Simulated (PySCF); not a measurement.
## Simulated characterisation data

[PySCF: GFN2-xTB geometry; NMR shieldings at PBE0/pcSseg-1/GIAO; no solvent; equivalent nuclei averaged; no relativistic terms; single conformer]

References, each an isolated molecule treated in the same way: 1H, 13C against TMS. Splittings of carbon signals by F and P are missing where no couplings were computed. Where no couplings were computed, multiplicities follow the n + 1 count of equivalent neighbours, and m marks all less simple cases (inequivalent or close neighbours, rings, F or P nearby). Shifts are as computed. Against solution values, carbons near 30 ppm lie about +3 ppm off and those near 130 ppm about +5 ppm; carbons on Cl a further +6 ppm. Of 1211 compounds with measured shifts, 218 miss one by over three times the rms of a fit or turn the order of signals round; such compounds aren't used in these exercises. Carbons bonded to Cl come out too deshielded. OH and NH positions are gas-phase values without hydrogen bonding to other molecules.

Compound 1 (C$_{5}$H$_{7}$N$_{3}$O). 1H NMR (600 MHz, computed): δ 8.08 (s, 1H), 2.90 (s, 3H), 2.59 (s, 3H). 13C{1H} NMR (computed): δ 173.9, 149.1, 126.4, 25.0, 13.3. Structure: `CC(=O)n1cc(C)nn1`.

Compound 2 (C$_{5}$H$_{7}$ClO$_{2}$Si). 1H NMR (600 MHz, computed): δ 7.66 (m, 1H), 6.60 (m, 1H), 5.84 (s, 1H), 5.71 (m, 1H), 5.69 (m, 1H), 5.02 (m, 1H), 0.71 (br s, 1H). 13C{1H} NMR (computed): δ 158.9, 158.9, 141.7, 111.1, 66.2. Structure: `[SiH2]1C=C[C@H](O)/C(=C\Cl)O1`.

Compound 3 (C$_{3}$HF$_{7}$). 1H NMR (600 MHz, computed): δ 6.30 (m, 1H). 13C{1H} NMR (computed): δ 127.4, 117.1, 116.0. Structure: SMILES FC(C(C(F)F)(F)F)(F)F.
